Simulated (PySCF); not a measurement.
Compound: C9H12O.
Numbering: `[CH3:1][CH2:2][CH2:3][O:4][c:5]1[cH:6][cH:7][cH:8][cH:9][cH:10]1`

Geometry (GFN2-xTB, Å), atoms numbered from 1 in this order:
```
atom  x, y, z in Å
C1     3.7581   -0.3404   -0.9405
C2     2.7065    0.0455    0.0907
C3     1.2971   -0.1230   -0.4671
O4     0.3808    0.2505    0.5407
C5    -0.9525    0.1842    0.2751
C6    -1.8000    0.5687    1.3163
C7    -3.1684    0.5385    1.1500
C8    -3.7188    0.1260   -0.0541
C9    -2.8830   -0.2555   -1.0860
C10   -1.5061   -0.2296   -0.9316
H11    3.6366   -1.3786   -1.2417
H12    4.7559   -0.2179   -0.5283
H13    3.6732    0.2849   -1.8265
H14    2.8058   -0.5769    0.9812
H15    2.8396    1.0849    0.3937
H16    1.1674    0.5130   -1.3549
H17    1.1348   -1.1702   -0.7608
H18   -1.3563    0.8868    2.2467
H19   -3.8122    0.8379    1.9640
H20   -4.7901    0.1026   -0.1845
H21   -3.2995   -0.5793   -2.0290
H22   -0.8792   -0.5327   -1.7556
```

Probes without a nucleus sit at each ring's centroid and 1 Å off its mean plane on both sides; NICS is minus the shielding there, NICSzz its component along the normal. Level: GIAO PBE0/pcSseg-1 (PySCF, non-relativistic, gas phase) on the GFN2-xTB geometry, one conformer.

Ring bond lengths (Å), with Mayer bond orders in brackets: C5–C6 1.396 (1.39), C6–C7 1.379 (1.48), C7–C8 1.387 (1.41), C8–C9 1.382 (1.46), C9–C10 1.386 (1.43), C10–C5 1.391 (1.36).

**Question.** What do the NICS probes read (ppm)?

**Answer.** 
```tsv
ring	type	NICS(0)	NICS(1), two faces	NICS(1)zz, two faces	rms pucker (Å)	centre to ring atoms, mean (Å)
C5–C6–C7–C8–C9–C10	6-membered carbocycle; formal bonds all aromatic	-9.4	-11.2 / -11.2	-27.6 / -27.6	0.00	1.39
```

**Question.** What do they say, and how far can they be read as aromaticity?

**Answer.** 
- C5–C6–C7–C8–C9–C10: mean NICS(1)zz -27.6 ppm, shielded. For a flat ring without four-coordinate atoms the NICS criterion counts such a value as aromatic.

**Question.** What does the geometric index give? HOMA takes Krygowski's 1993 parameters.

**Answer.** 
- C5–C6–C7–C8–C9–C10: HOMA 0.99 = 1 − EN − GEO, with mean bond length 1.387 Å, EN = α(Ropt − mean)² = 0.000 and GEO = α × variance = 0.009. The geometric and the magnetic index point the same way.

**Question.** What is the mean of the two in-plane components of NICS at the first NICS(1) probe listed for ring C5–C6–C7–C8–C9–C10, 1 Å off the ring?

**Answer.** The isotropic value is a third of the trace: (3 × -11.2 − (-27.6))/2 = -3.0 ppm.

**Question.** Give the inner angles of the rings and the Hirshfeld charges of the ring atoms.

**Answer.** 
- C5–C6–C7–C8–C9–C10: C5 119.2° (+0.074 e), C6 120.4° (-0.071 e), C7 120.3° (-0.049 e), C8 119.4° (-0.066 e), C9 120.8° (-0.050 e), C10 119.9° (-0.080 e); sum 720.0° against 720° for a flat convex ring.

**Question.** How shielded are the nuclei of the rings and their hydrogens (means over atoms taken as equivalent)?

**Answer.** 
| atoms | environment | σ isotropic (ppm) |
| --- | --- | --- |
| C5 | aromatic carbon bearing oxygen | 20.8 |
| C6 (×2) | aromatic CH carbon | 68.7 |
| C7 (×2) | aromatic CH carbon | 52.1 |
| C8 | aromatic CH carbon | 61.8 |
| H18 (×2) | aromatic hydrogen | 24.66 |
| H19 (×2) | aromatic hydrogen | 24.13 |
| H20 | aromatic hydrogen | 24.55 |
